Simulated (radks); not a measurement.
Br4+, 31 electrons, occupied as [Ar] 3d10 4s2 4p1. Calculated with a radial shooting solver on a logarithmic mesh with Libxc functionals: Dirac Kohn-Sham, PBE, spin-unpolarised, spherical densities, finite nucleus; open shells fill j = l - 1/2 first; Fermi nuclear charge, rms radius 4.1629 fm.

Normalised radial functions P(r) = r R(r) (large component), r in bohr:

r,3p3/2,3d5/2
0.004107,0.0079,0.0000
0.005348,0.0131,0.0001
0.006908,0.0211,0.0002
0.008995,0.0344,0.0005
0.01171,0.0553,0.0010
0.01525,0.0878,0.0021
0.0197,0.1349,0.0043
0.02565,0.2052,0.0089
0.0334,0.3023,0.0180
0.04315,0.4229,0.0349
0.05618,0.5655,0.0670
0.07316,0.7004,0.1240
0.09526,0.7764,0.2192
0.1231,0.7249,0.3609
0.1602,0.4728,0.5645
0.2086,-0.0019,0.8137
0.2717,-0.6150,1.0660
0.3509,-1.1545,1.2471
0.457,-1.4331,1.2952
0.595,-1.3284,1.1698
0.7748,-0.9453,0.9071
1.001,-0.5214,0.6011
1.303,-0.2064,0.3214
1.697,-0.0555,0.1326
2.192,-0.0097,0.0405
2.854,-0.0009,0.0077
3.717,0.0000,0.0008
4.84,0.0000,0.0000

3p3/2: eigenvalue -225.09 eV, 1 radial node at r = 0.208 bohr, <r> = 0.566 bohr, 90 % of the charge inside 0.865 bohr. 3d5/2: eigenvalue -119.98 eV, 0 radial nodes, <r> = 0.587 bohr, 90 % of the charge inside 0.965 bohr.
